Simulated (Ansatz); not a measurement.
```xyz
12

C    -0.5667    0.6670   -1.3660
C    -0.1437   -0.0054   -0.3001
C    -0.2766   -1.4909   -0.1808
Ge    0.6845    0.9561    1.1786
H    -0.4687    1.7443   -1.4493
H    -1.0334    0.1568   -2.2068
H    -0.7555   -1.9218   -1.0639
H    -0.8695   -1.7651    0.6978
H     0.7018   -1.9661   -0.0561
H     2.1143    0.4346    1.4183
H    -0.1176    0.7329    2.4749
H     0.7311    2.4575    0.8535
```

The species carries charge 0 and has multiplicity 1.

**Question.** List the r2SCAN/def2-TZVPP orbital energies in eV (Ansatz 0.2.0). (Estimate.)

**Answer.** Computed: Occupied: -10833.92, -1349.04, -1199.08, -1199.08, -1199.08, -273.42, -273.10, -272.99, -167.21, -116.91, -116.90, -116.89, -30.21, -30.20, -30.20, -30.13, -30.13, -20.69, -17.94, -14.84, -13.13, -11.40, -10.87, -10.67, -9.28, -8.56, -8.45, -7.48, -6.63. Lowest empty: -0.84, 0.60, 1.12, 1.21, 1.67, 2.23, 2.64, 3.22.
